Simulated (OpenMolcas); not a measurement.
Ne²⁺: from CASSCF to CASPT2

| Quantity | Value |
| --- | --- |
| Program | OpenMolcas |
| Basis | ANO-RCC-VDZP [3s2p1d] |
| Scalar Hamiltonian | DKH2, point nucleus |
| Active space | 6 electrons in 4 orbitals (2s 2p) |
| State averaging | 2S+1 = 3 even, 3 roots; 2S+1 = 1 even, 6 roots; 2S+1 = 3 odd, 3 roots; 2S+1 = 1 odd, 3 roots |
| Spin-orbit coupling | RASSI with atomic mean-field integrals over the reference wave functions, term energies averaged over their components |

Methods on the same reference wave functions:
A. CASSCF
B. SS-CASPT2, IPEA 0.25 Eh, imaginary shift 0.1 Eh (closed shells correlated: 1s)

Energies in cm⁻¹ above 2s² 2p⁴ ³P₂, the measured ground level; measured values from Moore, Atomic Energy Levels, vol. I, NSRDS-NBS 35 (1971 reprint of NBS Circular 467, 1949).

| Level | A | B | Measured |
| --- | --- | --- | --- |
| 2s² 2p⁴ ³P₂ | 0.0 | 0.0 | 0.0 |
| 2s² 2p⁴ ³P₁ | 627 | 627 | 650 |
| 2s² 2p⁴ ³P₀ | 923 | 924 | 927 |
| 2s² 2p⁴ ¹D₂ | 27580 | 26958 | 25841 |
| 2s² 2p⁴ ¹S₀ | 52469 | 56072 | 55747 |
| 2s 2p⁵ ³P°₂ | 214842 | 206958 |  |
| 2s 2p⁵ ³P°₁ | 215446 | 207561 | 204879 |
| 2s 2p⁵ ³P°₀ | 215751 | 207866 | 205204 |
| 2s 2p⁵ ¹P°₁ | 312071 | 296278 |  |

Deviations, from unrounded energies. A percentage is the sum of absolute deviations over the sum of measured energies, with the sign that they share, or ± where signs differ.

```json
{"Against measurement": "mean absolute deviation (cm-1)", "Levels": "6", "A": "4400", "B": "1100"}
{"Against measurement": "fine structure of the ground term (%)", "Levels": "2", "A": "-1.7", "B": "-1.6"}
{"Against measurement": "other terms of the ground configuration (%)", "Levels": "2", "A": "±6.1", "B": "+1.8"}
{"Against measurement": "other configurations (%)", "Levels": "2", "A": "+5.1", "B": "+1.3"}
```

B lies closest to measurement on these levels. The largest miss of B in the table is 2s 2p⁵ ³P°₁, by +2700 cm-1. The ranking rests on the paired levels alone, and a cruder setting can come out closer through cancelling errors.

From A to B the spin-free energies of the other terms of 2s² 2p⁴ shown, above ³P, scale by factors of 0.98 to 1.07.

The lowest spin-free term lies below A's lowest term by 0.119 hartree in B.

Measured partners are found by configuration, term and J. A level has none where our copy of the source lacks it or the pairing is in doubt (some pairs that miss far off the trend of their configuration count as doubtful), and it then counts in no deviation. Only configurations of the active space appear.

° marks odd parity.
